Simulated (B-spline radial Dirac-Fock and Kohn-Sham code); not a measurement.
Calculated with a radial B-spline solver, using Dirac-Fock energy differences between relaxed states, corrected for Breit and QED terms. Correlation energy is missing from these numbers.

**Question.** Identify the element and charge state from the binding energies below (tabulated ground configuration; the least bound level is included).

| level | binding energy (eV) |
| --- | --- |
| K | 6953.3 |
| L1 | 1452.3 |
| L2,3 | 1388.6 |

**Answer.** Cr¹⁸⁺: Z = 24 with 6 electrons, [He] 2s2 2p2. The hydrogen-like estimate √(E/Ry) = 22.6 for the K level lies 1.4 below Z; the outermost level, at 1388.6 eV, fixes the charge.
